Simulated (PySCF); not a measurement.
Work out the structure from these simulated measurements.

Formula: C3H12Ge2.

- 13C NMR: chemical shifts (computed TMS as zero) by class: 27.5 (1 C), 19.0 (1 C), 7.8 (1 C) ppm [GIAO PBE0/pcSseg-1]
- UV, first state: lowest singlet excitation: 7.09 eV (175 nm, f = 0.002) [TDDFT PBE0/def2-SVPD]
- UV, strongest line: among the 10 lowest singlet transitions: S2 at 7.49 eV (165 nm, f = 0.332) [TDDFT PBE0/def2-SVPD]
- Dipole: 0.97 D [PBE0/def2-SVPD]
- XPS: C1s 289.9, C1s 290.6, C1s 290.7 eV [ΔSCF SCAN, pcX-2 on the ionised atom, pcseg-1 elsewhere, spin-free X2C]
- Rotational structure: rotational constants A, B, C: 2.168, 1.102, 0.763 GHz [PBE0-D3(BJ)/def2-SVP]
- Polarisability: 101.8 au [PBE0/def2-SVPD]

Gas-phase values; electronic properties from PySCF, density fitting. Levels stand in brackets. One conformer (not necessarily the lowest) at the PBE0-D3(BJ)/def2-SVP geometry, without solvent, vibrations or thermal averaging. Relativistic effects, spin–orbit coupling among them, are left out (core-ionisation runs apart) although an element past zinc is present. NMR values are class means; diastereotopic atoms form classes of their own.

Task: What is the compound? Reason from the data.

Result: Numbering: `[CH3:1][CH2:2][CH:3]([GeH3:4])[GeH3:5]`. 3 carbons fall into 3 classes; from least to most shielded: chain CH2 carbon [C2] (27.5 ppm), methyl carbon [C1] (19.0 ppm), sp3 carbon bound to germanium [C3] (7.8 ppm). The core levels belong to: C1s 289.9 eV, sp3 carbon bound to germanium [C3]; C1s 290.6 eV, methyl carbon [C1]; C1s 290.7 eV, chain CH2 carbon [C2]. No core level of Ge was computed. The optimised geometry has point group C1 and is an asymmetric top. Structure: `CC[CH]([GeH3])[GeH3]`. Computed isomers that give other values at the same levels: `CC[CH2][GeH2][GeH3]` (rotational constant A: 2.702 GHz; this holds for the one conformer computed); `[CH3][Ge]([CH3])([CH3])[GeH3]` (core binding energies: C1s 289.9 (×3) eV). The assignments are read from this structure; whether some other isomer fits the data as well wasn't checked. NMR values of atoms bound to Ge lack the spin–orbit term that these neighbours bring.

Shape of the structure used: `[CH3:1][CH2:2][CH:3]([GeH3:4])[GeH3:5]`: C1–C2–C3–Ge4 -176°.
